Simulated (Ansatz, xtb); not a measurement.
Species: sum formula SiClF, charge 1, multiplicity 2. SMILES of the parent species: Cl[Si]F
Structure (B3LYP-D3(BJ)/def2-TZVP (Ansatz, an electronic-structure program) minimum search):
```xyz
3

Si     0.2834     0.3047     0.5905
F      1.0321     1.4435    -0.1456
Cl    -0.7798    -1.0152    -0.4092
```
Charge +1, spin multiplicity 2.

Harmonic wavenumbers from GFN2-xTB (xtb, at its own minimum), cm⁻¹: 183, 619, 949.

Q: Give the harmonic wavenumbers at B3LYP-D3(BJ)/def2-TZVP (Ansatz, finite differences of forces, unscaled).

A: 232, 597, 1010 cm⁻¹. Zero-point energy 2.6 kcal/mol.

Q: From these and the geometry, give the ideal-gas thermochemistry at 298.15 K and 1 atm (rigid rotor, harmonic oscillator).

A: Point group Cs, rotational symmetry number 1. Rotational constants 40.75, 3.995, 3.638 GHz. S(trans) 39.15, S(rot) 23.81, S(vib) 2.41, S(elec, spin only) 1.38, S 66.7 cal/(mol K). H(298) - H(0) 2.81 kcal/mol; G - E(el) -14.5 kcal/mol.
